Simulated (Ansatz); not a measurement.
Geometry optimisation, Ansatz 0.2.0, RKS r2SCAN-D4/def2-SVP.

Input file:

```yaml
crystal:
  periodic: [false, false, false]
  atoms:
    - { symbol: W, position_ang: [0.263121, 0.254698, -0.380568] }
    - { symbol: Cl, position_ang: [0.098395, 0.208543, 3.203866] }
    - { symbol: H, position_ang: [1.428773, -0.627271, 0.433111] }
    - { symbol: H, position_ang: [-0.645055, 1.470547, 0.323792] }
    - { symbol: H, position_ang: [-1.335165, -0.139668, 0.044717] }
    - { symbol: H, position_ang: [-0.169024, -1.315218, 0.105068] }
    - { symbol: H, position_ang: [0.475274, 0.377491, -2.086726] }
    - { symbol: "N", position_ang: [1.601467, 1.620479, 0.340906] }
    - { symbol: H, position_ang: [2.543013, 1.391488, 0.656994] }
    - { symbol: H, position_ang: [1.36321, 2.578355, 0.594948] }
    - { symbol: H, position_ang: [0.839391, 0.913756, 2.341592] }
basis:
  gaussian: { orbitals: def2-SVP }
hamiltonian:
  xc: r2scan
  dispersion: d4
relax:
  f_tol: 0.03
  max_steps: 50
output:
  orbitals: {}
```

Command:

```bash
$ ansatz run input.yaml --threads 4 --pin off --max-ram 5120MiB --backend cpu --events-out ev --progress --plain --runs-dir out
```

Task: Where does it end, and by what steps?

Result: The run converged. After 6 steps the energy has fallen by 0.078 eV; H11 moved furthest, 0.20 Å.

| step | energy less start (eV) | largest force component (eV/Å) | accepted |
| --- | --- | --- | --- |
| 0 | 0.0000 | 0.801 | yes |
| 1 | -0.0721 | 0.300 | yes |
| 2 | -0.0750 | 0.189 | yes |
| 3 | -0.0773 | 0.053 | yes |
| 4 | -0.0781 | 0.059 | yes |
| 5 | -0.0781 | 0.039 | yes |
| 6 | -0.0784 | 0.020 | yes |

```xyz
11
Properties=species:S:1:pos:R:3
W 0.266 0.257 -0.353
Cl 0.188 0.321 3.077
H 1.418 -0.649 0.450
H -0.664 1.447 0.363
H -1.335 -0.154 0.047
H -0.174 -1.323 0.096
H 0.509 0.427 -2.053
N 1.545 1.561 0.448
H 2.509 1.346 0.701
H 1.327 2.536 0.651
H 0.875 0.965 2.152
```

Whether the end is a true minimum wasn't checked by a vibrational analysis.

Time of the run: 19 s on 4 threads of Arm Neoverse V1 (shared host), peak memory 0.18 GiB.
